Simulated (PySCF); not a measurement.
## Two-component Hartree-Fock for In¹⁸⁺ (indium, charge +18)

Start: [Ar] 3d10 4s2 4p1; 4p3/2 filled at m_j = +3/2. Calculated with PySCF 2.14 in an even-tempered Gaussian basis (18 s from 1 bohr⁻², ratio 2.8; 13 p from 1.4 bohr⁻², ratio 2.8; 8 d from 2.4 bohr⁻², ratio 2.8; 4 f from 7 bohr⁻², ratio 3): generalised Hartree-Fock with the X2C-1e Hamiltonian and a Gaussian nucleus; one run each with spin-orbit coupling (SO) screened by Boettger's factors, then bare. This is a chosen level, not necessarily the ground level.

```csv
spinor shell,electrons,"ε, screened SO (eV)","ε, bare SO (eV)",weight of nominal j (bare SO),"rms radius, bare SO (bohr)"
1s1/2,2,-28573.0,-28572.9,1.000,0.0340
2s1/2,2,-4779.7,-4779.7,1.000,0.139
2p1/2,2,-4480.3,-4487.1,1.000,0.120
2p3/2,4,-4267.0,-4264.2,1.000,0.125
3s1/2,2,-1315.1,-1315.1,1.000,0.367
3p1/2,2,-1192.1,-1193.4,1.000,0.360
3p3/2,4,-1151.9,-1151.4,1.000,0.371
3d3/2,4,-940.11,-941.40,0.998,0.343
3d5/2,6,-931.95,-931.12,0.999,0.347
4s1/2,2,-531.02,-531.02,1.000,0.802
4p3/2,1,-480.93,-480.80,1.000,0.854
```

```json
{"quantity": "E (hartree)", "screened SO": "-5749.09215", "bare SO": "-5749.20680"}
{"quantity": "M_J", "screened SO": "3/2", "bare SO": "3/2"}
{"quantity": "⟨J²⟩", "screened SO": "3.753", "bare SO": "3.753"}
{"quantity": "⟨L²⟩", "screened SO": "2.012", "bare SO": "2.013"}
{"quantity": "⟨S²⟩", "screened SO": "0.761", "bare SO": "0.762"}
```

Each row is a mean over spinors that exchange with the open shell spreads, by up to 7.092 eV (4s1/2).

Breit and QED terms are absent; they matter most for the inner s and p1/2 levels.

Densities and radii are taken from the X2C orbitals without a picture-change correction, which distorts them close to the nucleus.
